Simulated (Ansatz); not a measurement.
`B[CH2][GeH2][Cl]` → `[BH2][GeH2][Cl]` + `[CH2]` (triplet) at 400 K and 1 bar (formal loss of a carbene).

Calculated with Ansatz (gas phase, PBE0-D4/def2-TZVP geometries, no zero-point term in ΔE). CCSD(T)/CBS adds triple-zeta CCSD(T) − MP2 to the extrapolated MP2 energy (def2 sets, frozen cores). This one scheme is used for every species. Triplets are unrestricted, without spin–orbit coupling. For Ge outer-core shells are correlated without core-valence functions, which leaves a few kJ/mol of doubt a bond. Scalar relativity is left out up to krypton. One conformer a species, not always the lowest.

```csv
species,CCSD(T)/CBS energy (Eh),H − E (kJ/mol),S (J/(mol·K))
`B[CH2][GeH2][Cl]`,-2602.37417,202.6,383.8
`[BH2][GeH2][Cl]`,-2563.08808,122.6,343.4
`[CH2]` (triplet),-39.09499,59.0,205.7
```

H − E and S are ideal-gas, rigid-rotor, harmonic terms from PBE0-D4/def2-TZVP, for one conformer and one mirror image of each species, with the whole ground term of open shells counted as degenerate. 1 Eh = 2625.50 kJ/mol, R = 8.31446 J/(mol·K).

Q: By hand: ΔE, ΔH, ΔS and ΔG.

A: ΔE = (-2563.08808) + (-39.09499) − (-2602.37417) = 0.19110 Eh = 501.7 kJ/mol. Δ(H − E) = 122.6 + 59.0 − 202.6 = -21.0, so ΔH = 480.7 kJ/mol. ΔS = 343.4 + 205.7 − 383.8 = 165.3 J/(mol·K). ΔG = 480.7 − 400 × (165.3)/1000 = 414.6 kJ/mol.

Q: By hand: the equilibrium constant, and the temperature at which ΔG would vanish if ΔH and ΔS stayed fixed.

A: log₁₀ K = −ΔG/(RT ln 10) = -54.1. ΔG = 0 at ΔH/ΔS = 2908 K, far beyond where these terms or the molecules hold.

The number of gas molecules changes by +1, which sets the sign of ΔS. A doubt of 5 kJ/mol in ΔE shifts log₁₀ K by 0.7 here. Other conformers and mirror images would add mixing entropy, several J/(mol·K) or more a flexible species. Modes under 60 cm⁻¹, often nearly free rotors, make the harmonic entropy too high. A triplet takes part, so the spin changes. These are equilibria of isolated gas molecules and say nothing of rates. Largest T1 diagnostic: 0.011 (customary marks: 0.02 for closed shells, 0.045 for open ones).
